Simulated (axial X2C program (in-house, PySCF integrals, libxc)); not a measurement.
## Ω levels of EuO⁻ from open-shell CI on f6 s2

Computed with an axial X2C code built on PySCF integrals: two-component X2C with atomic mean-field Coulomb and Gaunt terms, basis Eu dyall-v3z, O dyall-av3z (cores contracted in-house). Orbitals come from Hartree–Fock averaged over the configuration Eu f6 s2; CI then distributes these electrons over the f, s shells of Eu. The speed of light was multiplied by 100, so these are model numbers.

R = 1.796 Å (near the minimum of the configuration average).

Lowest levels of this model:

```
Ω  energy (cm⁻¹)     g∥  configuration
0              0   0.00     100% f6 s2
1              0   4.00     100% f6 s2
2              0   8.01     100% f6 s2
3              0  12.01     100% f6 s2
2           2147  10.01     100% f6 s2
1           2147   6.01     100% f6 s2
0           2147   0.00     100% f6 s2
0           2147   0.00     100% f6 s2
1           2147   2.00     100% f6 s2
2           2147   6.00     100% f6 s2
3           2147  10.01     100% f6 s2
4           2147  14.01     100% f6 s2
1           4005   8.01     100% f6 s2
0           4005   3.97     100% f6 s2
0           4005   3.97     100% f6 s2
2           4005   4.00     100% f6 s2
3           4005   8.00     100% f6 s2
4           4005  12.01     100% f6 s2
5           4005  16.01     100% f6 s2
0           4758   5.60     100% f6 s2
0           4758   5.60     100% f6 s2
3           4759   6.00     100% f6 s2
4           4759  10.00     100% f6 s2
5           4759  14.01     100% f6 s2
6           4759  18.01     100% f6 s2
```

g∥ is the magnitude of 2⟨Lz + ge Sz⟩ for the +Ω component.

This point took 3.9 s on 1 thread of Arm Neoverse V2, on a shared host.

There is no dynamic correlation: spin–orbit spacings and, for f shells, spacings inside one term are the most reliable numbers, splittings between terms come out too wide, and energies between configurations are not reliable, so the lowest level need not be the ground state of the molecule. At most 4 roots were kept for each Ω > 0 (twice that for Ω = 0) within 2.2 eV of the lowest, so higher up levels can be missing between those listed; levels with Ω > 0 are doubly degenerate and listed once, Ω = 0 levels singly. For an anion, levels above electron detachment are held by the basis set.
